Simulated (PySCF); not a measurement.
BCl₃ (singlet). All numbers come from B3LYP in PySCF with B def2-TZVP, Cl def2-TZVP; no relativity; density-fitted integrals.

Harmonic bands of its minimum:

```csv
ω (cm⁻¹),"IR (km/mol, summed over degenerate members)",degeneracy
253,1.2,2
454,4.8,1
468,0.0,1
937,690,2
```

Q: The central atom is B. Infer the point group and assign the bands.

A: D3h. The modes span 2e' + a2'' + a1': 253 e', 454 a2'', 468 a1', 937 e'. The computed geometry has B–Cl 1.746 Å (×3); Cl–B–Cl 120.0° (×3).
